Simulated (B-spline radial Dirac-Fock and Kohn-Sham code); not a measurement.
**How the settings move the core levels of Pr²⁺**

ΔSCF core binding energies without Breit or QED terms, calculated with a B-spline atomic structure program. Keys: rel is the Hamiltonian (dirac, or spin-free x2c and nr, where L3 and M5 stand for the whole 2p and 3d shells), method is hf or an exchange,correlation pair (spin-unpolarised, also for the hole states), nuc the nuclear model, radius_factor scales its radius, rmax is the box in bohr, h the logarithmic mesh step, order the B-spline order, points the quadrature points per cell, c_factor scales the speed of light, and damp, ndamp, maxit and tol steer the iteration. The run stops when the commutator error falls below 10·tol·max(1, Z/10), or the numerical noise floor, and the energy has settled to about 1e-8 Ha; the virial ratio is −V/T.

Base input:

```json
{"items": [{"Z": 59, "q": 2, "cfg": [[1, 0, 2], [2, 0, 2], [2, 1, 6], [3, 0, 2], [3, 1, 6], [3, 2, 10], [4, 0, 2], [4, 1, 6], [4, 2, 10], [4, 3, 3], [5, 0, 2], [5, 1, 6]], "A": 141, "rrms": 4.8919, "do": "settings", "holes": ["K", "L3", "M5"],
  "settings": [{"rel": "dirac", "method": "hf", "nuc": "fermi", "radius_factor": 1.0, "rmax": 45.0, "h": 0.3, "order": 8, "points": 10, "c_factor": 1.0, "maxit": 60, "damp": 0.5, "ndamp": 3, "tol": 1e-08}]}]}
```

The ground state converged in 11 iterations, with total energy -9237.62366 Ha, virial ratio 1.92983 and highest orbital energy -21.27 eV. ΔSCF binding energies: K (1s) 42169.9 eV, L3 (2p3/2) 5993.2 eV, M5 (3d5/2) 947.9 eV.

Changes from the base run:

```
                             changed setting  Δ total energy (Ha)  Δ K (eV)  Δ L3 (eV)  Δ M5 (eV)  iterations
                             method = "lda,"             +8.50957    -15.04     -31.73      -7.78          10
                                  rel = "nr"                    ?         ?          ?          ?           ?
nuc = "sphere"; rmax = 30.0; c_factor = 10.0           +314.32440  -2082.50      -2.84     +20.45          11
                                  damp = 0.0              0.00000      0.00       0.00       0.00          13
                                    h = 0.18             -0.00004      0.00       0.00       0.00          11
         rmax = 30.0; h = 0.18; tol = 0.0001             -0.00004      0.00       0.00       0.00          10
                                tol = 0.0001              0.00000      0.00       0.00       0.00          10
```

Problem. What does the change rel = "nr" do?

Solution. The total energy moves by +317.06568 Ha and the binding energies by K -2099.78 eV, L3 -2.90 eV, M5 +20.65 eV; the run takes 11 iterations.
